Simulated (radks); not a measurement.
Question: The chlorine anion Cl-, [Ar], held by a Watson sphere: a shell of charge +1 at radius R that stands for the Madelung well of a crystal (potential energy -1/R inside, -1/r outside, in hartree with lengths in bohr). Method: scalar-relativistic Kohn-Sham, r2SCAN, spin-polarised, spherical densities, finite nucleus; meta-GGA in the generalised Kohn-Sham scheme; Fermi nuclear charge, rms radius of each element as measured or else 0.836 A^(1/3) + 0.57 fm; computed with a radial shooting solver on a logarithmic mesh with Libxc functionals.

R (bohr)  e(2p) (eV)  e(3s) (eV)  e(3p) (eV)  <r> 3p (bohr)  sum of <r^2> (bohr^2)  X-ray form factor at sin(theta)/lambda = 0.3 1/angstrom
2.56         -192.35     -20.716      -8.505          1.924                  34.31                                                    9.538
2.87         -192.05     -20.148      -7.990          1.949                  35.20                                                    9.534
3            -191.91     -19.925      -7.780          1.958                  35.53                                                    9.534
3.09         -191.81     -19.775      -7.637          1.964                  35.74                                                    9.535
3.48         -191.37     -19.169      -7.049          1.985                  36.55                                                    9.537

Estimate the row for R = 3.27 bohr.

Answer: e(2p) (eV) -191.61; e(3s) (eV) -19.486; e(3p) (eV) -7.359; <r> 3p (bohr) 1.975; sum of <r^2> (bohr^2) 36.14; X-ray form factor at sin(theta)/lambda = 0.3 1/angstrom 9.535.
